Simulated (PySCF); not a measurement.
B₃H₅N₃, SMILES [B]1NBNBN1 (connectivity only; charge and spin as stated), charge +1, multiplicity 1.

Geometry: B3LYP-D3(BJ)/def2-SVP. The spin state was assumed, not searched. The isomer is the one that the SMILES or the coordinates give; other isomers of the formula were not compared.

These are PBE/def2-TZVP (PySCF) values and carry that method's errors.

Isolated molecule, no solvent.

| Item | Result |
|---|---|
| total energy | -241.50328 hartree |
| point group | C2v |
| highest occupied level | -12.76 eV |
| lowest empty level | -8.42 eV |
| orbital gap | 4.35 eV |
| dipole moment about the centre of nuclear charge | 2.44 D |
| mean static polarisability | 53.6 bohr³ (7.95 Å³) |
| polarisability, principal values | 34.8, 58.7, 67.4 bohr³ |
